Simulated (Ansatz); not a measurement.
Isolated molecules relaxed with PBE0-D4/def2-TZVP in Ansatz; ΔE leaves out vibrations. CCSD(T)/CBS adds triple-zeta CCSD(T) − MP2 to the extrapolated MP2 energy (def2 sets, frozen cores). DFT in def2-TZVPP. B3LYP here is the variant with VWN-RPA as its local correlation; programs differ in this. For Ge outer-core shells are correlated without core-valence functions, which leaves a few kJ/mol of doubt a bond. Scalar relativity is left out up to krypton. One conformer a species, not always the lowest.

Consider the formal exchange of groups at a B–C bond: `B[CH2][AlH][GeH3]` + `FBO[SiH3]` → `B[SiH2]OBF` + `[CH3][AlH][GeH3]`.

```csv
level,ΔE (kJ/mol),difference from CCSD(T)/CBS
PBE-D4,64.1,-2.4
r2SCAN-D4,67.3,0.8
ωB97X-V,62.4,-4.1
PBE,62.3,-4.2
r2SCAN,66.9,0.4
B3LYP,61.6,-4.9
HF/def2-TZVPP,56.8,-9.7
CCSD/def2-TZVPP,64.2,-2.3
HF/def2-QZVPP,57.2,-9.3
SCS-MP2/def2-QZVPP,70.1,3.6
CCSD(T)/CBS,66.5,0
```

Largest T1 diagnostic among the species: 0.013.

The D4 term adds +3.0 kJ/mol with B3LYP and +1.6 kJ/mol with PBE0; it sums over pairs of atoms, weighted by their polarisabilities, and B3LYP, whose exchange is more repulsive, gets the larger term. In def2-TZVPP, CCSD(T) changes the Hartree–Fock value by +10.2 kJ/mol (the triples alone add +2.9 kJ/mol) and MP2 by +18.1 kJ/mol.
